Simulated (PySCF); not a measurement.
FH3S3Si.

```xyz
8

F      0.0000     0.0000     1.8772
Si     0.0000     0.0000     0.2509
S     -1.9040     0.6340    -0.4461
S      1.5010     1.3319    -0.4461
S      0.4030    -1.9659    -0.4461
H     -2.5800    -0.2427     0.3346
H      1.0798     2.3557     0.3346
H      1.5002    -2.1130     0.3346
```

Coordinates come from a r2SCAN-D4/def2-SVP optimisation. The structure was generated by enumeration, and PubChem lists no compound with its InChIKey, so it may never have been made. One conformer was computed; it need not be the lowest.

All values below come from PBE/pcSseg-1 (PySCF). Non-relativistic, no solvent.

Computed absolute GIAO shielding of each atom: isotropic value and principal components (ppm):
```csv
atom,σ(iso),σ11,σ22,σ33,span
F1,227.3,203.4,203.4,275.0,71.6
Si2,293.5,289.4,289.4,301.6,12.2
S3,620.7,503.7,590.3,768.1,264.3
S4,620.7,503.7,590.3,768.1,264.3
S5,620.7,503.7,590.3,768.1,264.3
H6,29.6,22.1,26.6,39.9,17.8
H7,29.6,22.1,26.6,39.9,17.8
H8,29.6,22.1,26.6,39.9,17.8
```
